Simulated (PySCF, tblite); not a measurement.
Compound: C6H7FSi.
SMILES: `C#CC1=CC[SiH2][C@@H]1F`

Method used: CAM-B3LYP/def2-SVPD in PySCF (dipole) on a GFN2-xTB geometry, gas phase.

Masses are those of the commonest isotopes; rigid-rotor values at the optimised geometry. 

**Question.** Give the principal moments of inertia and the rotational constants in GHz.

**Answer.** Ia = 168.10, Ib = 379.01, Ic = 513.16 u·Å²; 505379 MHz·u·Å²/I gives 3006, 1333 and 984.8 MHz, that is A = 3.0064, B = 1.3334, C = 0.9848 GHz.

**Question.** What kind of rotor is it?

**Answer.** An asymmetric top; Ray's κ = -0.655.

**Question.** Is it planar, by Δ = Ic − Ia − Ib?

**Answer.** Not planar: Δ = Ic − Ia − Ib = -33.95 u·Å². For a rigid frame Δ = −2 Σ m c², so Σ m c² = 16.97 u·Å² lies off the ab plane: 6.94 from hydrogen and 10.03 from heavier atoms. The atom farthest from that plane is 1.51 Å away.

**Question.** Give the other two planar moments, Paa and Pbb, and the rms extents of the mass along the axes.

**Answer.** Paa = Σ m a² = (Ib + Ic − Ia)/2 = 362.03 and Pbb = Σ m b² = (Ia + Ic − Ib)/2 = 151.13 u·Å². With the mass M = 126.03 u, the rms extents √(P/M) along a, b and c are 1.69, 1.10, 0.37 Å.

**Question.** Give the coordinates in the principal-axis frame, origin at the centre of mass.

**Answer.** The sense of each axis is arbitrary; atoms in the order of the calculation.
```tsv
atom	mass (u)	a (Å)	b (Å)	c (Å)
C1	12.000	3.295	-0.203	0.154
C2	12.000	2.102	-0.339	0.106
C3	12.000	0.695	-0.428	0.065
C4	12.000	0.021	-1.535	-0.248
C5	12.000	-1.475	-1.513	-0.263
Si6	27.977	-1.945	0.273	0.219
C7	12.000	-0.103	0.813	0.393
F8	18.998	0.207	1.836	-0.502
H9	1.008	4.338	-0.103	0.187
H10	1.008	0.531	-2.458	-0.487
H11	1.008	-1.837	-1.809	-1.250
H12	1.008	-1.861	-2.262	0.433
H13	1.008	-2.638	0.351	1.507
H14	1.008	-2.599	1.035	-0.840
H15	1.008	0.188	1.206	1.375
```

**Question.** Where do the levels up to J = 2 lie, in MHz?

**Answer.** Above 0(0,0):
J = 1: 1(0,1) 2318, 1(1,1) 3991, 1(1,0) 4340
J = 2: 2(0,2) 6906, 2(1,2) 8279, 2(1,1) 9325, 2(2,1) 14344, 2(2,0) 14393

**Question.** Which types of transition are allowed, and where do some lines up to J = 4 fall?

**Answer.** The dipole components are |μa| = 1.32 D, |μb| = 2.00 D, |μc| = 0.82 D. The squared components, which scale the intensities, stand as 0.43 : 1.00 : 0.17 (a : b : c). Some lines, for components of 0.1 D or more:

| type | branch | J(Ka,Kc) | MHz | lower level (cm⁻¹) |
| --- | --- | --- | --- | --- |
| c | Q | 4(1,4) ← 4(0,4) | 669 | 0.751 |
| c | Q | 3(1,3) ← 3(0,3) | 1012 | 0.456 |
| a | Q | 2(1,1) ← 2(1,2) | 1046 | 0.276 |
| a | Q | 3(1,2) ← 3(1,3) | 2087 | 0.490 |
| a | R | 1(0,1) ← 0(0,0) | 2318 | 0.000 |
| a | R | 2(0,2) ← 1(0,1) | 4588 | 0.077 |
| b | R | 2(1,2) ← 1(0,1) | 5961 | 0.077 |
| a | R | 3(0,3) ← 2(0,2) | 6765 | 0.230 |
| a | R | 3(1,2) ← 2(1,1) | 7445 | 0.311 |
| b | R | 3(1,3) ← 2(0,2) | 7776 | 0.230 |
| a | R | 4(0,4) ← 3(0,3) | 8832 | 0.456 |
| a | R | 4(3,2) ← 3(3,1) | 9359 | 1.019 |
| a | R | 4(3,1) ← 3(3,0) | 9385 | 1.020 |
| b | R | 4(1,4) ← 3(0,3) | 9501 | 0.456 |
| a | R | 4(1,3) ← 3(1,2) | 9858 | 0.559 |
| c | R | 2(2,1) ← 1(1,1) | 10353 | 0.133 |
| b | Q | 4(4,0) ← 4(3,1) | 12824 | 1.333 |
| b | R | 4(2,3) ← 3(1,2) | 13764 | 0.559 |
| c | R | 4(2,3) ← 3(1,3) | 15851 | 0.490 |
| c | R | 3(3,0) ← 2(2,0) | 16175 | 0.480 |

**Question.** Estimate the classical rotational partition function at 100 K, 298.15 K and 500 K.

**Answer.** Point group C1, symmetry number σ = 1; q = (√π/σ)·√((kT/h)³/(ABC)), k/h = 20836.6 MHz/K: 84800 at 100 K, 437000 at 298.15 K, 949000 at 500 K.

Its GFN2-xTB frequencies are all real (lowest 33 cm⁻¹). These are rigid-rotor constants of the computed structure; measured ground-state constants (B0) also hold zero-point vibration.

Hardware: Arm Neoverse N1, one thread, shared host with 64 logical CPUs at a one-minute load of 58. Cost: 99 s (with the writing of density and orbital grids), 1.0 GiB resident at most. This is the CAM-B3LYP/def2-SVPD job that gave the dipole, with the excitations it also computed.
